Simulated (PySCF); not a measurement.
Sn(H)(PH2)3 (H₇P₃Sn), SMILES [PH2][SnH]([PH2])[PH2].

Geometry optimised at B3LYP-D3(BJ)/def2-SVP. The structure was generated by enumeration; whether it is a known compound was not checked. The def2 effective core potentials stand for the cores of Sn; spin–orbit coupling is left out. One conformer was computed; it need not be the lowest.

Two levels are set side by side: PBE/def2-TZVP (PySCF) and M06-2X/def2-TZVP (PySCF). Same geometry, gas phase. Differences are taken from unrounded values.

```json
[
 {"quantity": "orbital gap (eV)", "PBE": "4.14"},
 {"quantity": "highest occupied level (eV)", "PBE": "-6.21"},
 {"quantity": "lowest empty level (eV)", "PBE": "-2.07"},
 {"quantity": "dipole moment (D)", "PBE": "0.54"},
 {"quantity": "mean polarisability (bohr³)", "PBE": "135.3"}
]
```

Task: These are the PBE values. What does M06-2X give? (Estimate from the structure and the level; the computed values follow.)

Result: 
```csv
quantity,M06-2X,PBE minus M06-2X
orbital gap (eV),7.68,-3.54
highest occupied level (eV),-8.07,1.86
lowest empty level (eV),-0.39,-1.68
dipole moment (D),0.44,0.10
mean polarisability (bohr³),132.2,3.0
```

PBE's occupied levels lie high since its potential decays too fast outside the molecule; exact exchange lowers them and widens the gap. Differences between two approximate levels are no errors against the true value.

Rough cost on one machine, each run with all the roots and properties that it gave: M06-2X against PBE about 3 times.
